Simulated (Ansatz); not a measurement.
Consider the ligand exchange at a Ge–C bond: `[GeH3][CH2][GeH3]` + `CNc1ccccc1` → `C[N]([GeH3])c1ccccc1` + `[CH3][GeH3]`.

Program: Ansatz. Geometries: PBE0-D4/def2-TZVP. ΔE: electronic, gas phase. CCSD(T)/CBS adds triple-zeta CCSD(T) − MP2 to the extrapolated MP2 energy (def2 sets, frozen cores). DFT in def2-TZVPP. For Ge outer-core shells are correlated without core-valence functions, which leaves a few kJ/mol of doubt a bond. Scalar relativity is left out up to krypton. One conformer a species, not always the lowest.

Question: Is it downhill or uphill in electronic energy at CCSD(T)/CBS, and by how much? (Best estimate.)

Answer: The calculation gave: Downhill: ΔE = -12.1 kJ/mol.

Question: What do these levels give: LDA (SPW92), PBE-D4, CAM-B3LYP-D4, CCSD(T)/def2-SVP, MP2/def2-QZVPP, SCS-MP2/def2-QZVPP? (Best estimate.)

Answer: The calculation gave: LDA (SPW92) -10.4, PBE-D4 -8.9, CAM-B3LYP-D4 -13.1, CCSD(T)/def2-SVP -16.8, MP2/def2-QZVPP -16.6, SCS-MP2/def2-QZVPP -15.6 kJ/mol.

Largest T1 diagnostic among the species: 0.012.

In def2-TZVPP, CCSD(T) changes the Hartree–Fock value by −9.9 kJ/mol (the triples alone add −2.5 kJ/mol) and MP2 by −13.1 kJ/mol. At CCSD(T), def2-SVP lies −4.6 kJ/mol from the extrapolated value and def2-TZVPP −2.7 kJ/mol. The D4 term adds −8.2 kJ/mol with B3LYP and −4.8 kJ/mol with PBE0; it sums over pairs of atoms, weighted by their polarisabilities, and B3LYP, whose exchange is more repulsive, gets the larger term.

B3LYP here is the variant with VWN-RPA as its local correlation; programs differ in this.
